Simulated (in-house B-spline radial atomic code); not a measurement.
**PBE hybrid excitations of Al+**

Method: PBE hybrid with 0 exact exchange. Computed with an all-electron radial atomic-structure program (B-spline basis): linear response of the closed shell [Ne] 3s2 with the functional's adiabatic kernel; non-relativistic, point nucleus, no spin-orbit coupling, no double excitations, S, P, D and F terms only.

Command:
```bash
python run_td.py task.json out
```
Settings (radii: box in bohr, nucleus in fm):
```
Z                        13
electrons                12
configuration            [Ne] 3s2
hamiltonian              nr
method                   pbeh
box_radius               41.61
exact_exchange_fraction  0
intervals                54
```

Time taken, with all properties: 0.5 s on 1 thread of Intel(R) Xeon(R) Platinum 8375C CPU @ 2.90GHz (Ice Lake), with other jobs on the host.

The lowest states, in the order of their Tamm-Dancoff energies; the method's threshold (minus the highest occupied level) is 14.785 eV. Labels give the largest channel, * marks a mixed state, and oscillator strengths are full-response dipole values. Measured ¹D terms are left out, since they can mix with doubly excited terms. Semilocal kernels can invert the small singlet-triplet splittings of Rydberg terms. Energies in eV:

```json
{"state": "3s → 3p 3P", "full response": "4.170", "Tamm-Dancoff": "4.400", "oscillator strength": "-", "measured (J-weighted term)": "4.651"}
{"state": "3s → 3p 1P", "full response": "7.360", "Tamm-Dancoff": "7.691", "oscillator strength": "1.75", "measured (J-weighted term)": "7.421"}
{"state": "3s → 4s 3S", "full response": "10.734", "Tamm-Dancoff": "10.740", "oscillator strength": "-", "measured (J-weighted term)": "11.317"}
{"state": "3s → 3d 3D", "full response": "?", "Tamm-Dancoff": "?", "oscillator strength": "-", "measured (J-weighted term)": "?"}
{"state": "3s → 4s 1S", "full response": "11.209", "Tamm-Dancoff": "11.225", "oscillator strength": "-", "measured (J-weighted term)": "11.822"}
{"state": "3s → 3d 1D", "full response": "11.464", "Tamm-Dancoff": "11.470", "oscillator strength": "-", "measured (J-weighted term)": "-"}
{"state": "3s → 4p 3P", "full response": "12.061", "Tamm-Dancoff": "12.071", "oscillator strength": "-", "measured (J-weighted term)": "13.075"}
{"state": "3s → 4p 1P", "full response": "12.333", "Tamm-Dancoff": "12.370", "oscillator strength": "0.00514", "measured (J-weighted term)": "13.257"}
{"state": "3s → 5s 3S", "full response": "?", "Tamm-Dancoff": "?", "oscillator strength": "-", "measured (J-weighted term)": "?"}
{"state": "3s → 5s 1S", "full response": "13.333", "Tamm-Dancoff": "13.336", "oscillator strength": "-", "measured (J-weighted term)": "15.048"}
{"state": "3s → 4d 3D", "full response": "13.441", "Tamm-Dancoff": "13.450", "oscillator strength": "-", "measured (J-weighted term)": "15.062"}
```

Question: Where does 3s → 5s 3S lie?

Answer: At 13.247 eV in full response, 13.248 eV in Tamm-Dancoff; measured 14.890 eV.

Question: Where does 3s → 3d 3D lie?

Answer: At 10.724 eV in full response, 10.796 eV in Tamm-Dancoff; measured 11.847 eV.

Question: How large is the singlet-triplet splitting of 3s → 3p (P terms) in Tamm-Dancoff?

Answer: 3.29 eV, from the unrounded values.

Question: What polarisabilities and dispersion coefficient does the method give?

Answer: Dipole 24.31 bohr³, quadrupole 131.6 bohr⁵, C6 123.4 hartree·bohr⁶ for two such species.
